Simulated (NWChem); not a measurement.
Si2NH5F2; SMILES [SiH2]([SiH](F)F)N

```xyz
10

Si    -0.0008    -0.9971    -0.3893
F     -1.2920    -1.5032     0.4421
F      1.2954    -1.5010     0.4357
Si    -0.0030     1.3515    -0.5490
N      0.0040     2.2643     0.9337
H     -0.0034    -1.7247    -1.6899
H      1.2090     1.7353    -1.3254
H     -1.2234     1.7342    -1.3127
H     -0.8247     2.2418     1.5177
H      0.8369     2.2397     1.5115
```
Atoms are numbered in this order, from 1.

Computed with NWChem. Medium grid unless said otherwise, to which SCAN and Minnesota functionals are sensitive. Geometry: optimised at B3LYP/6-31G* (spherical d). Total energies of different functionals are on different scales.

```json
[
 {"level": "PBE/def2-TZVP", "energy (Ha)": "-836.1556", "highest occupied level (eV)": "-6.04", "orbital gap (eV)": "4.46", "dipole (D)": "1.39"},
 {"level": "B3LYP/def2-TZVP", "energy (Ha)": "-836.7658", "highest occupied level (eV)": "-7.15", "orbital gap (eV)": "6.19", "dipole (D)": "1.35"},
 {"level": "TPSSh/def2-TZVP", "energy (Ha)": "-836.7480", "highest occupied level (eV)": "-6.67", "orbital gap (eV)": "5.62", "dipole (D)": "1.35"},
 {"level": "PW6B95/def2-TZVP", "energy (Ha)": "-837.5113", "highest occupied level (eV)": "?", "orbital gap (eV)": "?", "dipole (D)": "1.39"},
 {"level": "r2SCAN/def2-TZVP", "energy (Ha)": "-836.5533", "highest occupied level (eV)": "-6.33", "orbital gap (eV)": "5.05", "dipole (D)": "1.37"},
 {"level": "Hartree-Fock/def2-TZVP", "energy (Ha)": "-834.4013", "highest occupied level (eV)": "-10.51", "orbital gap (eV)": "12.80", "dipole (D)": "1.30"}
]
```

Task: What belongs in the gaps?

Result: 
- PW6B95/def2-TZVP, highest occupied level (eV): -7.46
- PW6B95/def2-TZVP, orbital gap (eV): 6.70
